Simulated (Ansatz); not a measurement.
Saddle search on SnH5Cl, closed shell by partitioned rational-function steps on PBE0-D4/def2-TZVP gradients (Ansatz 0.2.0), from this start:

| atom | x (Å) | y (Å) | z (Å) |
| --- | --- | --- | --- |
| Sn1 | -0.3757 | 0.5832 | -0.0217 |
| H2 | -0.2067 | -1.2573 | -0.6725 |
| H3 | -0.3085 | 1.1491 | -1.6345 |
| H4 | -1.9339 | 0.2036 | 0.5769 |
| H5 | 0.4036 | 1.6816 | 1.0277 |
| H6 | 0.6176 | -1.3674 | -0.1341 |
| Cl7 | 1.8036 | -0.9929 | 0.8582 |

```tsv
step	energy less the last (meV)	largest force (eV/Å)	curvature followed (eV/Å²)
1	79.6	0.177	-7.49
2	74.0	0.102	-7.34
3	75.2	0.163	-7.39
4	70.7	0.097	-7.35
5	64.3	0.119	-7.34
6	54.1	0.106	-7.33
7	43.3	0.145	-7.33
8	30.9	0.220	-7.31
9	15.5	0.251	-7.39
10	7.0	0.199	-7.26
11	8.7	1.550	-7.58
12	58.2	0.513	-5.57
13	42.4	0.397	-5.83
14	13.6	0.226	-6.12
15	-15.8	0.620	-6.38
16	18.1	0.402	-5.78
17	8.9	0.188	-5.80
18	4.5	0.204	-5.82
19	1.1	0.056	-5.77
20	4.4	0.193	-5.85
21	1.0	0.097	-5.82
22	0.5	0.063	-5.78
23	0.4	0.032	-6.10
24	0.2	0.026	-6.19
25	0.1	0.015	-6.13
26	0.0	0.017	-6.11
27	0.0	0.009	-6.06
28	0.0	0.013	-6.05
29	0.0	0.002	-6.06
```

The search ended at:

```
atom    x (Å)    y (Å)    z (Å)
 Sn1  -0.3773   0.5775  -0.0172
  H2   0.4348  -0.8925  -1.0538
  H3  -0.9259   1.0830  -1.5702
  H4  -1.7031   0.0925   0.9117
  H5   0.7587   1.6860   0.5624
  H6   0.7498  -1.2070  -0.2474
 Cl7   1.0630  -1.3397   1.4144
```
